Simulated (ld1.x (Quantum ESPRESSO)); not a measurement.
## nickel (Ni), TM: configuration errors across variants

```json
{"Element": "nickel", "Generator": "ld1.x (Quantum ESPRESSO) 7.5", "Type": "norm-conserving Troullier–Martins (Kleinman–Bylander form)", "Functional": "PBE", "Relativity": "scalar-relativistic", "Frozen core": "[Ar]", "Valence charge": "10", "Reference configuration": "3d8 4s2 4p0", "Partial waves": "4p (bound, empty): rc 2.10 bohr; 3d (bound): rc 1.50 bohr; 4s (bound): rc 2.25 bohr", "Local potential": "the s channel", "Core correction": "none"}
```

All-electron excitation energies from the reference (eV): (1) 3d8 4s1 4p0 9.322; (2) 3d8 4s0 4p0 26.673; (3) 3d7 4s0 4p0 64.140; (4) 3d7 4s2 4p1 10.545; (5) 3d9 4s1 4p0 -1.595; (6) 3d7 4s2 4p0 16.120; (7) 3d8 4s0 4p1 15.007.

3 further variants failed, have other tests or another functional or relativity, and are left out.

Errors AE − PS in meV (a dash: test not solved or not reliable):

| change | (1) | (2) | (3) | (4) | (5) | (6) | (7) | bound ghosts |
| --- | --- | --- | --- | --- | --- | --- | --- | --- |
| base | +5.5 | +61 | -180 | -325 | -209 | -275 | +19 | none |
| local potential all-electron potential smoothed inside 1.75 bohr (lloc = -1) | +7.1 | +62 | +71 | -79 | -91 | -3.8 | +25 | none |
| type ultrasoft; waves now 4s (bound): rcut 1.95, rcutus 2.25 bohr; 4s channel at 2.45 Ry: rcut 1.95, rcutus 2.25 bohr; 4p (bound): rcut 1.85, rcutus 2.10 bohr; 4p channel at 3.65 Ry: rcut 1.85, rcutus 2.10 bohr; 3d (bound): rcut 1.30, rcutus 1.50 bohr; 3d channel at 1.55 Ry: rcut 1.30, rcutus 1.50 bohr; local potential all-electron potential smoothed inside 1.55 bohr (lloc = -1); augmentation PSQ, inside the norm-conserving radii | +5.6 | +61 | +164 | -44 | -15 | -69 | +8.9 | none |
| wave 4s (bound): rc 2.25 bohr becomes 4s (bound): rc 2.64 bohr | – | +50 | -332 | -287 | -181 | -206 | +7.5 | none |
| wave 3d (bound): rc 1.50 bohr becomes 3d (bound): rc 0.98 bohr | +2.7 | +45 | -213 | -434 | -256 | -377 | +12 | none |

**Question.** Give the same row for: all radii scaled by about 1.34 (s 3.02, p 2.82, d 2.02 bohr).

**Answer.** +8.7, +11, -512, -12, –, +96, -25; bound ghosts: none.
